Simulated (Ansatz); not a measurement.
`[AlH2][BH][GeH3]` + `[GeH3][SeH]` → `[GeH3][Se][GeH3]` + `[BH2][AlH2]` at 600 K and 1 bar (cleavage of the Ge–B bond).

Gas-phase electronic energies from Ansatz, PBE0-D4/def2-TZVP geometries. CBS: MP2 limit from def2 TZ/QZ plus the TZ coupled-cluster correction, frozen cores. This one scheme is used for every species. For Ge, Se outer-core shells are correlated without core-valence functions, which leaves a few kJ/mol of doubt a bond. Scalar relativity is left out up to krypton.

| species | CCSD(T)/CBS energy (Eh) | H − E (kJ/mol) | S (J/(mol·K)) |
| --- | --- | --- | --- |
| `[AlH2][BH][GeH3]` | -2346.45558 | 184.6 | 439.7 |
| `[GeH3][SeH]` | -4479.23116 | 121.4 | 357.3 |
| `[GeH3][Se][GeH3]` | -6556.56757 | 186.1 | 460.6 |
| `[BH2][AlH2]` | -269.14094 | 122.4 | 316.9 |

H − E and S are ideal-gas, rigid-rotor, harmonic terms from PBE0-D4/def2-TZVP, for one conformer and one mirror image of each species. 1 Eh = 2625.50 kJ/mol, R = 8.31446 J/(mol·K).

Task: By hand: ΔE, ΔH, ΔS and ΔG.

Result: ΔE = (-6556.56757) + (-269.14094) − (-2346.45558) − (-4479.23116) = -0.02177 Eh = -57.2 kJ/mol. Δ(H − E) = 186.1 + 122.4 − 184.6 − 121.4 = 2.5, so ΔH = -54.7 kJ/mol. ΔS = 460.6 + 316.9 − 439.7 − 357.3 = -19.5 J/(mol·K). ΔG = -54.7 − 600 × (-19.5)/1000 = -43.0 kJ/mol.

Task: By hand: the equilibrium constant, and the temperature at which ΔG would vanish if ΔH and ΔS stayed fixed.

Result: log₁₀ K = −ΔG/(RT ln 10) = 3.7. ΔG = 0 at ΔH/ΔS = 2805 K, far beyond where these terms or the molecules hold.

ΔH outweighs TΔS. A doubt of 5 kJ/mol in ΔE shifts log₁₀ K by 0.4 here. Other conformers and mirror images would add mixing entropy, several J/(mol·K) or more a flexible species. Modes under 60 cm⁻¹, often nearly free rotors, make the harmonic entropy too high. These are equilibria of isolated gas molecules and say nothing of rates. Largest T1 diagnostic: 0.013 (customary marks: 0.02 for closed shells, 0.045 for open ones).
